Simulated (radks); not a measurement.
The numbers below are computed, except where a source is named.
Valence configurations of neutral dysprosium (all share [Xe]). Level of theory: scalar-relativistic Kohn-Sham, BLYP, spin-polarised, spherical densities, point nucleus; open shells are filled with parallel spins first (spin-orbit coupling, left out, can overturn this in heavy ions) (a radial shooting solver on a logarithmic mesh with Libxc functionals). Energies are relative to 4f10 6s2; eigenvalues in eV for spin up.

valence              E (eV)  moment (Bohr magnetons)    e(4f)   e(5d)   e(6p)   e(6s)
4f10 6s2              0.000                        4   -4.119       -       -  -3.682
4f9.5 6s2 6p0.5       0.964                        5   -8.660       -  -1.616  -4.685
4f10 5d0.5 6s1.5      1.150                        5   -3.631  -1.054       -  -3.690
4f9 5d1 6s2           2.017                        6  -10.409  -2.459       -  -4.284
4f10 6s1 6p1          2.320                        6   -5.369       -  -1.820  -4.742
4f9.5 5d1 6s1 6p0.5   2.467                        7   -7.051  -2.117  -1.542  -4.461
4f9 6s2 6p1           3.801                        6  -13.673       -  -2.147  -5.638
4f10 6p2              5.308                        6   -6.656       -  -2.335       -

NIST lists [Xe] 4f10 6s2 as the ground configuration; this level of theory agrees among the configurations tried. The energies are those of spherical high-spin densities, not of single terms. No valid solution was reached for [Xe] 4f12; [Xe] 4f10 5d2.
